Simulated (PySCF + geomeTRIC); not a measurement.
A geometry relaxed with ωB97X-D3(BJ)/def2-TZVP (PySCF + geomeTRIC), charge 0, multiplicity 1:

```xyz
9

H      2.4539    -0.6786     0.3362
S      0.2476     1.5428    -1.3652
O     -1.2760     0.4467     1.0153
S      1.6264    -0.3448     1.3359
S     -0.3297    -1.7860    -1.0362
H     -1.2421    -1.2464    -1.8585
H     -1.5760    -0.1956     1.6639
H      0.2057     2.5168    -0.4438
Si    -0.0256     0.0042     0.0530
```

Q: Write the SMILES of this molecule.

A: `O[Si](S)(S)S`
